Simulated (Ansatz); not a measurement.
Species: InI$_{2}$, net charge 0, doublet state. It need not be the lowest isomer of its formula. 
Geometry from a B3LYP-D3(BJ)/def2-TZVP (Ansatz, a program for electronic structure) optimisation:
SMILES: [I][In][I]
```xyz
3

In     0.7797     0.3819     0.2539
I     -0.7476     1.6431    -1.6656
I      0.0268    -1.9962     1.4308
```
Charge 0, spin multiplicity 2.

Quantity: vertical ionisation energy (to the singlet state of charge +1; each state is the SCF solution reached for its spin; for the singlet the Hartree-Fock reference is unstable and T1 is 0.019), in eV. Valence correlation only, unless marked. UHF or UKS for open shells. Spin-orbit coupling is left out. Frozen are the shells of the preceding noble gas and the d and f shells that filled before the atom's block. Past Kr the def2 sets carry scalar-relativistic core potentials. CBS(X,Y): correlation extrapolated as X^-3; Hartree-Fock from the larger set. The bracket is a focal-point correction in the basis named.

| level | program | vertical ionisation energy (eV) |
|---|---|---|
| PBE/def2-TZVPD | Ansatz | 8.18 |
| r2SCAN/def2-TZVPD | Ansatz | 8.41 |
| PBE0/def2-TZVPD | Ansatz | 8.36 |
| CAM-B3LYP/def2-TZVPD | Ansatz | 8.50 |
| wB97X-V/def2-TZVPD | Ansatz | 8.43 |
| MP2/def2-TZVPPD | Ansatz | 8.08 |
| RI-MP2/def2-TZVPPD | Ansatz | 8.08 |

Question: Estimate the value at RI-MP2/CBS(def2-TZVPPD,def2-QZVPPD)+[CCSD(T)-MP2]/def2-TZVPPD as computed with Ansatz.

Answer: 8.14 eV, so RI-MP2/def2-TZVPPD differs from it by -0.06 eV.
